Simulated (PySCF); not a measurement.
## Basis and Hamiltonian dependence of the excitation energy of In²⁺

In²⁺ [Kr] 4d10 5s1 (2S) → In²⁺ [Kr] 4d10 5d1 (2D). All values are computed (PySCF 2.14, energy differences of UHF-based or UKS calculations, no spin-orbit coupling). Values in eV.

```csv
basis,Hamiltonian,functions,UHF,r2SCAN,PBE0
aug-cc-pVDZ-PP with ECP28MDF,ECP,32,14.918,15.784,15.655
aug-cc-pwCVDZ-PP with ECP28MDF,ECP,48,14.900,15.791,15.661
aug-cc-pVTZ-PP with ECP28MDF,ECP,55,14.845,15.722,15.598
"aug-cc-pVTZ-PP with one added diffuse shell each of d, f type with ECP28MDF",ECP,67,14.842,15.720,15.596
aug-cc-pVTZ-DK3,spin-free X2C,68,14.865,15.575,15.524
"x2c-TZVPPall with one added diffuse shell each of s, p, d, f type",spin-free X2C,76,14.942,15.620,15.558
aug-cc-pVQZ-PP with ECP28MDF,ECP,92,14.837,15.718,15.599
aug-cc-pwCVTZ-PP with ECP28MDF,ECP,96,14.843,15.727,15.606
aug-cc-pwCVTZ-DK3,spin-free X2C,109,14.865,15.591,15.544
"aug-cc-pwCVTZ-DK3 with one added diffuse shell each of s, p, d, f type",spin-free X2C,125,14.862,15.589,15.542
```
